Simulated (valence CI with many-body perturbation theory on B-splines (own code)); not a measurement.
# Cr¹⁸⁺: key properties

Method: relativistic CI+MBPT: four valence electrons over a frozen Dirac-Fock core [He], radial functions for each j: 9 s, 9 p, 8 d, 6 f, 3 g, 1 h, with the one-electron correlation potential Σ1, the two-electron term Σ2, the three-electron term Σ3, Breit, model QED; selected CI, second order for the rest, scaled by the run's own slope (own B-spline code, finite nucleus).

No measured levels were compared; by estimate levels of excited configurations hold to 0.05 to 0.15 % of their energy, terms of the ground configuration to about 0.5 %. Among the levels kept, up to 410 cm⁻¹ of a level comes from second order outside the variational space, and about a tenth of that is noise between levels of different J, which matters for small intervals.

Rates and lifetimes use the calculated energies. Strong lines usually hold to 10 to 20 %, long lifetimes can be off by a factor of two.

Problem. What is the ground level?

Solution. 2s2 2p2 3P_0, composition 92 % 2s2 2p2 3P + 7 % 2s2 2p2 1S.

Problem. How is the term 3P of the ground level split?

Solution. J = 0 at 0.00, J = 1 at 47.80, J = 2 at 82.49 × 10³ cm⁻¹.

Problem. What is the ionisation energy?

Solution. 1396 eV; NIST lists 1394.5 ± 0.7 eV (semi-empirical).

Problem. Among levels below 6888.3 × 10³ cm⁻¹, which E1 lines absorb most strongly from the ground level?

Solution. to 2s2 2p 3d 3D°_1 at 1.478 nm, f = 1.26; to 2s 2p3 3D°_1 at 14.86 nm, f = 0.0815; to 2s2 2p 3s 3P°_1 at 1.575 nm, f = 0.0551.

Problem. Name the longest-lived excited levels whose lifetime is computed, and their main decay.

Solution. 2s2 2p2 3P_2 at 82.49 × 10³ cm⁻¹ lives 2.12 ms, mostly by M1 to 2s2 2p2 3P_1; 2s2 2p2 3P_1 at 47.80 × 10³ cm⁻¹ lives 547 μs, mostly by M1 to 2s2 2p2 3P_0; 2s2 2p2 1D_2 at 184.84 × 10³ cm⁻¹ lives 85.4 μs, mostly by M1 to 2s2 2p2 3P_2.
